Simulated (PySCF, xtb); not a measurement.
Al(Cl)2(SeH) (AlCl2HSe), SMILES [Cl][Al]([Cl])[SeH].

GFN2-xTB (xtb) at its own geometry gives an orbital gap of 3.58 eV and a dipole moment of 1.39 D.

Coordinates come from a B3LYP-D3(BJ)/def2-SVP optimisation. The values are those of a single conformer.

### Question
What does PySCF with PBE/def2-TZVP give? (Estimate from the structure and the level; the computed values follow.)

### Answer
gap 4.65 eV (levels -6.69 and -2.03 eV), dipole 1.13 D.
